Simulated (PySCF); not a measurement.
phosphoric acid (H3O4P), SMILES O=P(O)(O)O. Atoms are numbered in the order given.

```xyz
8

O     -0.9200     1.1256     0.6080
P      0.0000     0.0000    -0.1243
O      0.0000     0.0000    -1.6190
O      1.4348     0.2340     0.6080
O     -0.5148    -1.3595     0.6080
H     -1.7243     1.2776     0.0742
H      1.9686     0.8545     0.0742
H     -0.2443    -2.1321     0.0742
```

Coordinates come from a PBE-D3(BJ)/def2-SVP optimisation. One conformer was computed; it need not be the lowest.

All values below come from PySCF 2.14.0 with PBE-D3(BJ)/def2-SVP.

Frequencies are harmonic and unscaled.

Modes within 1.5 cm⁻¹ of each other (mostly degenerate sets) share a row, with their intensities summed.

```
mode   ν (cm⁻¹)  IR (km/mol)  moving atoms (share of kinetic energy)
-----  --------  -----------  --------------------------------------
1–2         137        138.5                          H 71 %, O 28 %
3           304         78.3                          H 83 %, O 13 %
4–5         355         81.1                          O 68 %, H 32 %
6–7         422        120.9                          O 71 %, P 21 %
8           429         23.8                  O 66 %, H 18 %, P 16 %
9           792         15.7                                  O 91 %
10–11       888        617.3                  O 57 %, P 27 %, H 16 %
12         1001         68.4                          H 83 %, O 17 %
13–14      1009        118.2                  H 70 %, P 19 %, O 11 %
15         1279        246.2                          O 55 %, P 43 %
16–17      3713        281.8                                  H 94 %
18         3715         21.1                                  H 94 %
```
